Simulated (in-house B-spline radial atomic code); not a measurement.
Radial electron density of Mo5+, [Kr] (8g9/2)1. Method: Dirac-Hartree-Fock, average of the jj configuration, Fermi nucleus of rms radius 4.4091 fm. Calculated with a radial B-spline atomic code at the basis-set limit.

Columns: r (bohr), 4πr²n(r) (electrons per bohr), bar.

```
 0.00163    2.005 #
 0.00208    3.071 ##
 0.00266    4.673 ###
 0.00341    7.041 #####
 0.00436    10.38 #######
 0.00557    14.95 ##########
 0.00712    20.95 ##############
 0.00911    28.37 ###################
  0.0116    36.53 ########################
  0.0149     44.8 ##############################
  0.0191    51.07 ##################################
  0.0244    53.57 ####################################
  0.0312    51.73 ###################################
  0.0398    47.46 ################################
  0.0509    45.24 ##############################
  0.0652    49.57 #################################
  0.0833    59.23 ########################################
   0.107    65.66 ############################################
   0.136    60.25 ########################################
   0.174    46.79 ###############################
   0.223    40.45 ###########################
   0.285    46.57 ###############################
   0.364    49.69 #################################
   0.466    37.26 #########################
   0.596    19.62 #############
   0.762    11.47 ########
   0.975    10.45 #######
    1.25    7.731 #####
    1.59    3.394 ##
    2.04   0.7601 #
    2.61   0.1123 
    3.33  0.02972 
    4.26 0.0002143 
    5.45  0.04229 
    6.97 0.009587 
    8.91  0.04887 
    11.4  0.01251 
    14.6  0.09224 
    18.6  0.08124 
    23.8 0.004964 
    30.5 2.208e-05 
      39 5.021e-09 
    49.9 5.072e-14
```

On this grid the curve has 6 maxima, near 0.0244, 0.107, 0.364, 5.45, 8.91, 14.6 bohr.

The 4p1/2 radial function P(r) = rR(r), positive near the nucleus, with its small component Q(r) (sign convention: Q ≈ (P' + κP/r)/2c):

```
r (bohr)         P           Q
0.000996  0.001086    0.004332
 0.00163  0.002118    0.006799
 0.00266  0.004329     0.01052
 0.00436  0.009292     0.01604
 0.00712   0.02034     0.02362
  0.0116   0.04438     0.03298
  0.0191     0.095     0.04238
  0.0312    0.1844     0.04636
  0.0509    0.3021     0.03723
  0.0833    0.3522      0.0109
   0.136    0.1318    -0.01859
   0.223   -0.3756    -0.02204
   0.364    -0.501    0.002375
   0.596    0.3266      0.0155
   0.975     1.071     0.00519
    1.59    0.6591   -0.001931
    2.61    0.0991  -0.0006361
    4.26  0.002011  -1.676e-05
```
